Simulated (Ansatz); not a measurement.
Job for Ansatz (a program for electronic structure): U-B3LYP/def2-TZVPP on H2IIn (SMILES [InH2][I]), a point of a bond scan (R = 2.999 Å). Elements past Kr take the def2 small-core potentials; no spin–orbit coupling.

Ansatz 0.2 input:
```yaml
crystal:
  periodic: [false, false, false]
  atoms:
    - {symbol: In, position_ang: [-0.72638877, -1.13552285, 0.19955666]}
    - {symbol: H, position_ang: [0.42296162, -2.95303209, 2.29062214]}
    - {symbol: H, position_ang: [-2.11914691, -1.24747254, -0.79314453]}
    - {symbol: I, position_ang: [0.71286441, 1.11438097, -0.19584118]}
basis:
  gaussian:
    orbitals: def2-TZVPP
hamiltonian:
  xc: {name: B3LYP}
magnetization: {spin_polarized: true, initial_magnetization: 0}
```

Predict the final total energy.

-489.1525 hartree. Its determinant has ⟨S²⟩ = 0.47, a mixture of spin states.

How many basis functions does it have, and what does it roughly cost on one machine?

128 functions; roughly 10 core-seconds.
